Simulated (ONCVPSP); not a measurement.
# What the settings do to the ONCV potential of promethium (Pm)

Base potential:

- Element: Pm
- Generator: ONCVPSP 4.0.1
- Type: optimised norm-conserving Vanderbilt (ONCV)
- Functional: LDA (Perdew-Wang 92)
- Relativity: fully relativistic
- Frozen core: [Kr]
- Valence charge: 25
- Reference configuration: 4d10 4f5 5s2 5p6 6s1.5 6p0.5
- Partial waves: 5s+6s: rc 2.35 bohr, ncon 3, nbas 7, qcut 4.8 1/bohr, 2 projectors; 5p+6p: rc 3.05 bohr, ncon 4, nbas 8, qcut 4.3 1/bohr, 2 projectors; 4d: rc 0.70 bohr, ncon 4, nbas 8, qcut 15.9 1/bohr, 2 projectors, debl 2.5 Ha; 4f: rc 1.00 bohr, ncon 5, nbas 10, qcut 16.1 1/bohr, 2 projectors, debl 2.3 Ha
- Local potential: polynomial inside 0.70 bohr (lpopt 3, dvloc0 0 Ha)
- Core correction: polynomial model core, fcfact 0.3

Open shells are filled in proportion to 2j + 1.

In the d channel the program set the typed energies aside and used -4.458, 0.250 Ha (j = l + 1/2; the other j can differ).

Cutoffs, loose and tight: the cutoffs (Ha) at which the residual kinetic energy of the hardest occupied pseudo-wave falls to 1 and 0.1 mHa per electron. They do not see the model core or the augmentation charge, which bear on the density cutoff. Test errors are all-electron minus pseudo excitation energies from the reference, over the configurations 4d10 4f5 5s2 5p6 6s2 6p0; 4d10 4f5 5s2 5p6 6s1 6p0; 4d10 4f5 5s2 5p6 6s0 6p0; 4d10 4f5 5s2 5p6 6s0 6p1. A dash means not determined; rows that change the core or the reference have their own tests.

A true bound ghost makes a file unfit for plane-wave use even where its test errors are small: the radial tests pick states by their node count and pass the ghost by.

```tsv
change	outcome	cutoff, loose	cutoff, tight	bound ghosts	GHOST(+) flags above zero	largest test error (meV)
base	generated, projector energies reset by the program	119 Ha	284 Ha	s, p3/2, p1/2	none	tests left out (the all-electron energies of this program are off by 10 to 40 meV for near-neutral 4f atoms)
d: nbas 9	generated, projector energies reset by the program	119 Ha	284 Ha	s, p3/2, p1/2	none	tests left out (the all-electron energies of this program are off by 10 to 40 meV for near-neutral 4f atoms)
functional PBEsol	generated, projector energies reset by the program	119 Ha	309 Ha	s, p3/2, p1/2	none	tests left out (the all-electron energies of this program are off by 10 to 40 meV for near-neutral 4f atoms)
p: ncon 3, nbas 7	generated, projector energies reset by the program	119 Ha	284 Ha	s, p3/2, p1/2	none	tests left out (the all-electron energies of this program are off by 10 to 40 meV for near-neutral 4f atoms)
local potential polynomial inside 0.70 bohr (lpopt 3, dvloc0 2.5 Ha)	generated, projector energies reset by the program	119 Ha	284 Ha	s, p3/2, p1/2	none	tests left out (the all-electron energies of this program are off by 10 to 40 meV for near-neutral 4f atoms)
s: rc 2.86	generated, projector energies reset by the program	119 Ha	284 Ha	s, p3/2, p1/2	none	tests left out (the all-electron energies of this program are off by 10 to 40 meV for near-neutral 4f atoms)
d: qcut 19.5	generated, projector energies reset by the program	119 Ha	284 Ha	s, p3/2, p1/2	none	tests left out (the all-electron energies of this program are off by 10 to 40 meV for near-neutral 4f atoms)
local potential polynomial inside 0.65 bohr (lpopt 5, dvloc0 4 Ha)	generated, projector energies reset by the program	119 Ha	284 Ha	s, p3/2, p1/2	s	tests left out (the all-electron energies of this program are off by 10 to 40 meV for near-neutral 4f atoms)
core correction polynomial model core, fcfact 0.98	generated, projector energies reset by the program	119 Ha	284 Ha	s, p3/2, p1/2	none	tests left out (the all-electron energies of this program are off by 10 to 40 meV for near-neutral 4f atoms)
```

(1) What comes out with this change to the base: s: qcut 3.8; p: qcut 3.4; d: qcut 12.5; f: qcut 12.7?

(2) What comes out with this change to the base: scalar-relativistic?

(3) What comes out with this change to the base: f: rc 1.5?

Results:

(1) outcome: generated, projector energies reset by the program; cutoff, loose: 391 Ha; cutoff, tight: 447 Ha; bound ghosts: s, p3/2, p1/2; GHOST(+) flags above zero: s; largest test error (meV): tests left out (the all-electron energies of this program are off by 10 to 40 meV for near-neutral 4f atoms).

(2) outcome: generated, projector energies reset by the program; cutoff, loose: 119 Ha; cutoff, tight: 263 Ha; bound ghosts: s, p; GHOST(+) flags above zero: none; largest test error (meV): tests left out (the all-electron energies of this program are off by 10 to 40 meV for near-neutral 4f atoms).

(3) outcome: failed: ERROR pspot: first pseudo wave function has node, program will stop. Cause: the optimised pseudo-wave of the first projector has a node, so the radial equation cannot be inverted for a potential.
